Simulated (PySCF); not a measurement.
**Electronic structure of Ge³⁺ (germanium, charge +3) at the UHF level**

Configuration: [Ar] 3d10 4s1, 2S determinant. All numbers are calculated (PySCF 2.14, a scalar-relativistic core potential, in aug-cc-pwCVTZ-PP with ECP10MDF (8s7p6d4f1g, 96 functions)).

```json
{
  "Total energy": "-291.337421 hartree",
  "One-electron energy": "-496.3513 hartree",
  "Hartree (Coulomb) energy": "227.9887 hartree",
  "Exchange energy": "-22.9748 hartree",
  "⟨S²⟩": "0.7503",
  "⟨L²⟩": "0.000",
  "Sum of ⟨r⟩": "14.20 bohr",
  "Sum of ⟨r²⟩": "14.25 bohr²"
}
```

| shell | electrons | mean orbital energy (eV) | rms radius, mean of both spins (bohr) |
| --- | --- | --- | --- |
| 3s α | 1 | -234.04 | 0.670 |
| 3s β | 1 | -233.41 | 0.670 |
| 3p α | 3 | -177.17 | 0.701 |
| 3p β | 3 | -176.92 | 0.701 |
| 3d α | 5 | -77.554 | 0.797 |
| 3d β | 5 | -77.352 | 0.797 |
| 4s α | 1 | -44.738 | 2.01 |

Energies and moments cover only the electrons outside the core potential.
